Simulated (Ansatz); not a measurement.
Ideal-gas functions of `FBOCS` at 800 K and 1 bar, from an Ansatz frequency run at PBE0-D4/def2-TZVP.

Molar mass 93.92 g/mol, point group C1 (symmetry number 1), electronic degeneracy 1, moments of inertia 37.871, 304.492, 320.969 u Å². Harmonic wavenumbers (cm⁻¹, unscaled): 60, 135, 239, 306, 369, 537, 721, 808, 920, 1008, 1077, 1101, 1209, 1312, 1341, 1447, 1491, 2636, 2711, 3075, 3152.

Use S(trans) = R[1.5 ln M + 2.5 ln T − 1.1517]; rotational temperatures θ = 24.2544 K / I; S(rot) = R[ln(√π/σ · √(T³/θAθBθC)) + 1.5]; for each mode x = 1.438777 ν̃/T, S = R[x/(eˣ − 1) − ln(1 − e⁻ˣ)] and H = RT x/(eˣ − 1); 1 cm⁻¹ = 0.0119627 kJ/mol; R = 8.31446 J/(mol·K).

Q: By hand: the entropy, in J/(mol·K).

A: Translation 186.0. Rotation: θ = 0.6404, 0.0797, 0.0756 K, giving 123.7. Vibration, mode by mode: 26.83, 20.10, 15.40, 13.38, 11.87, 8.92, 6.71, 5.90, 5.02, 4.42, 4.01, 3.87, 3.32, 2.87, 2.76, 2.37, 2.23, 0.42, 0.38, 0.22, 0.19, in all 141.2. Electronic 0.0. Sum 450.9 J/(mol·K).

Q: By hand: H − E and G − E in kJ/mol, counted from the electronic energy.

A: Zero-point energy ½ × 25655 × 0.0119627 = 153.5; thermal vibration 55.1; translation, rotation and pV give 4 RT = 26.6. H − E = 235.2 kJ/mol, and G − E = 235.2 − 800 × 450.9/1000 = -125.5 kJ/mol.

Vibration gives 31 % of the entropy, 46.9 J/(mol·K) of it from the modes under 150 cm⁻¹: soft modes count most, and the harmonic formula is weakest for them. The sum counts one conformer and one mirror image; others add a mixing term.
